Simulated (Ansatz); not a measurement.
```xyz
5

Cl   -1.290    0.975    1.366
Si   -0.599   -0.437    0.040
Cl   -0.141   -2.157    1.059
Se    1.332    0.196   -0.982
H     0.698    1.424   -1.483
```

Charge 0, multiplicity 2.

Question: List the r2SCAN/def2-TZVPP orbital energies in eV (the Gaussian-basis code of Ansatz). (An estimate is asked.)

Answer: Computed: α occupied: -12334.78, -2753.88, -2753.84, -1793.65, -1575.44, -1412.68, -1412.66, -1412.61, -255.26, -255.22, -211.56, -193.81, -193.77, -193.67, -193.66, -193.62, -193.61, -155.01, -154.94, -154.75, -143.82, -98.74, -98.71, -98.69, -55.40, -55.38, -55.23, -55.18, -55.15, -22.34, -21.71, -18.93, -13.53, -11.17, -10.57, -9.90, -9.58, -8.78, -8.68, -8.48, -7.04, -5.78. α empty: -1.17, -0.65, -0.42, -0.32, 3.04, 3.23, 3.53, 3.81. β occupied: -12334.77, -2753.85, -2753.80, -1793.56, -1575.43, -1412.67, -1412.65, -1412.60, -255.25, -255.20, -211.55, -193.77, -193.72, -193.64, -193.64, -193.60, -193.59, -155.00, -154.91, -154.74, -143.75, -98.63, -98.60, -98.54, -55.37, -55.35, -55.21, -55.15, -55.13, -22.22, -21.58, -18.78, -13.16, -11.05, -10.45, -9.71, -9.35, -8.68, -8.50, -8.42, -6.88. β empty: -3.66, -0.92, -0.46, 0.01, 0.28, 3.35, 3.44, 3.79. ⟨S²⟩ = 0.755.
